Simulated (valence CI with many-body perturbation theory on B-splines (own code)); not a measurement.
Pr²⁰⁺: key properties

Method: valence CI with perturbative core correlation (CI+MBPT): three valence electrons over a frozen Dirac-Fock core [Kr], radial functions for each j: 7 s, 7 p, 8 d, 6 f, 4 g, 1 h, with the one-electron correlation potential Σ1, the two-electron term Σ2, the three-electron term Σ3, Breit, model QED; selected CI, second order for the rest, scaled by the run's own slope (own B-spline code, finite nucleus).

No measured levels were compared; by estimate terms of the open shell hold to 2 to 4 % of their energy, and close levels can change places. The list stops below the first excitations out of the core.

Names give the largest LS component (configuration and term), which can be under half, so a name can repeat, a term be missing and a line seem to break the LS rules; names also repeat where a configuration has a term twice.

Rates and lifetimes use the calculated energies. Strong lines usually hold to 10 to 20 %, long lifetimes can be off by a factor of two.

Problem. What is the ground level?

Solution. 4d³ ⁴F_3/2, composition 73 % 4d³ ⁴F + 21 % 4d³ ²D + 4 % 4d³ ²P, g = 0.538.

Problem. How is the term ⁴F of the ground level split?

Solution. J = 3/2 at 0.0, J = 5/2 at 24162, J = 7/2 at 39224 cm⁻¹.

Problem. What is the ionisation energy?

Solution. 591.17 eV; NIST lists 590 ± 4 eV (theoretical).

Problem. How well does LS coupling describe the low levels?

Solution. Among the lowest 19 levels the leading LS term, summed over configurations, holds 72 % on average. For single configurations the figures are 72 % in LS and 82 % in jj coupling. Terms mix most in the J = 9/2 level at 45856 cm⁻¹, where the leading one holds 40 %.
